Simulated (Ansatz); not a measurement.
Energy profile

The step: AlNH₄O₂ ([NH2][Al]([OH])[OH]) + H₂ → AlH₃O₂ ([OH][AlH][OH]) + NH₃ (still joined by a long Al–N bond); bonds formed: Al1–H6, N2–H5; bonds broken: H5–H6; bonds weakened to dative contacts: Al1–N2 (atoms numbered as in the saddle structure below).

```xyz
10
angstrom
Al -0.0823 -0.3974 0.0064
N 0.0079 1.4508 -0.2672
O 0.5404 -1.2623 -1.3146
O -1.3905 -0.8256 0.9997
H 0.9467 0.9409 0.6125
H 1.2993 0.0948 1.0664
H -0.6760 2.0770 0.1358
H 0.3762 1.8390 -1.1251
H 0.6035 -2.2104 -1.3908
H -1.6252 -1.7068 1.2770
```

Electronic energies by CCSD(T) at an estimated basis limit (MP2 extrapolated from triple and quadruple zeta, plus CCSD(T) − MP2 in triple zeta), on PBE0-D4/def2-TZVP structures; AlNH₆O₂, singlet; no counterpoise correction. Program: Ansatz 0.2.0. Basis: def2-TZVPP and def2-QZVPP. Cores are frozen in the correlated methods. Extrapolation: Hartree–Fock as exp(−7.88 √X), correlation as X^−2.97.

Task: Give the profile in eV, counted from the separated reactants. (An estimate is asked for; the value comes from the calculation.)

Result: Computed:
```json
{"point": "separated: AlNH₄O₂ (linked as [NH2][Al]([OH])[OH]; Al1, N2, O3, O4, H7, H8, H9, H10; singlet) + H₂ (H5, H6; singlet)", "eV": "0.000"}
{"point": "start structure", "eV": "-0.033"}
{"point": "saddle", "eV": "0.915"}
{"point": "end structure", "eV": "-0.555"}
{"point": "separated: AlH₃O₂ (linked as [OH][AlH][OH]; Al1, O3, O4, H6, H9, H10; singlet) + NH₃ (N2, H5, H7, H8; singlet)", "eV": "0.715"}
```

T1 diagnostic: at most 0.013. The end structure is not quite a true minimum (one mode of 58i cm⁻¹).

For scale, one of the runs: CCSD(T)/def2-TZVPP, 219 basis functions, launched by `ansatz run in.yaml --threads 4 --pin off --events-out ev --progress --plain --max-ram 9574MiB`. Time: 76 s of wall clock on 4 CPU threads of an Intel Xeon; the host was shared. Peak host memory: 3.4 GiB.
